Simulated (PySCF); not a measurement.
Molecular orbitals of KLi⁺

revPBE at R = 3.958 Å; K 3-21G, Li 3-21G; no relativity (PySCF 2.14). State: ²Σ⁺ (doublet), unpaired electrons σ ↑. Only the outer orbitals are listed, counted within each symmetry.

```json
{"spin": "α", "orbital": "4σ", "occ.": "1", "ε (eV)": "-55.47", "on K (%)": "0", "main shells (%)": "100 Li s"}
{"spin": "α", "orbital": "5σ", "occ.": "1", "ε (eV)": "-40.04", "on K (%)": "100", "main shells (%)": "100 K s"}
{"spin": "α", "orbital": "2π", "occ.": "1", "ε (eV)": "-23.71", "on K (%)": "100", "main shells (%)": "100 K p"}
{"spin": "α", "orbital": "2π", "occ.": "1", "ε (eV)": "-23.71", "on K (%)": "100", "main shells (%)": "100 K p"}
{"spin": "α", "orbital": "6σ", "occ.": "1", "ε (eV)": "-23.70", "on K (%)": "100", "main shells (%)": "100 K p"}
{"spin": "α", "orbital": "7σ", "occ.": "1", "ε (eV)": "-7.18", "on K (%)": "17", "main shells (%)": "70 Li s, 15 K s, 12 Li p"}
{"spin": "α", "orbital": "8σ", "occ.": "0", "ε (eV)": "-5.32", "on K (%)": "67", "main shells (%)": "69 K s, 30 Li s"}
{"spin": "α", "orbital": "3π", "occ.": "0", "ε (eV)": "-4.70", "on K (%)": "19", "main shells (%)": "81 Li p, 19 K p"}
{"spin": "α", "orbital": "3π", "occ.": "0", "ε (eV)": "-4.70", "on K (%)": "19", "main shells (%)": "81 Li p, 19 K p"}
{"spin": "β", "orbital": "4σ", "occ.": "1", "ε (eV)": "-55.30", "on K (%)": "0", "main shells (%)": "100 Li s"}
{"spin": "β", "orbital": "5σ", "occ.": "1", "ε (eV)": "-40.02", "on K (%)": "100", "main shells (%)": "100 K s"}
{"spin": "β", "orbital": "2π", "occ.": "1", "ε (eV)": "-23.69", "on K (%)": "100", "main shells (%)": "100 K p"}
{"spin": "β", "orbital": "2π", "occ.": "1", "ε (eV)": "-23.69", "on K (%)": "100", "main shells (%)": "100 K p"}
{"spin": "β", "orbital": "6σ", "occ.": "1", "ε (eV)": "-23.66", "on K (%)": "100", "main shells (%)": "100 K p"}
{"spin": "β", "orbital": "7σ", "occ.": "0", "ε (eV)": "-5.93", "on K (%)": "60", "main shells (%)": "56 K s, 36 Li s"}
{"spin": "β", "orbital": "8σ", "occ.": "0", "ε (eV)": "-4.72", "on K (%)": "47", "main shells (%)": "52 Li s, 38 K s, 9 K p"}
{"spin": "β", "orbital": "3π", "occ.": "0", "ε (eV)": "-3.57", "on K (%)": "66", "main shells (%)": "66 K p, 34 Li p"}
```

Question: Which are the highest filled and the lowest empty level, where do they sit, and how wide is the gap?

Answer: Highest filled α 7σ at -7.18 eV (in %: 70 Li s, 15 K s, 12 Li p); lowest empty β 7σ at -5.93 eV (in %: 56 K s, 36 Li s); the gap at revPBE is 1.25 eV.

```json
{
  "bond order (Mayer)": "0.29",
  "⟨S²⟩": "0.750",
  "charge on K (Mulliken, basis-dependent)": "0.82",
  "charge on K (Löwdin, basis-dependent)": "0.66",
  "dipole moment (positive dipole points towards Li; it is taken about the centre of mass and depends on that origin)": "3.33 D"
}
```

3-21G is very small, so such numbers show the basis as much as the molecule. The state was picked by a PBE0 search and need not be the measured ground state.
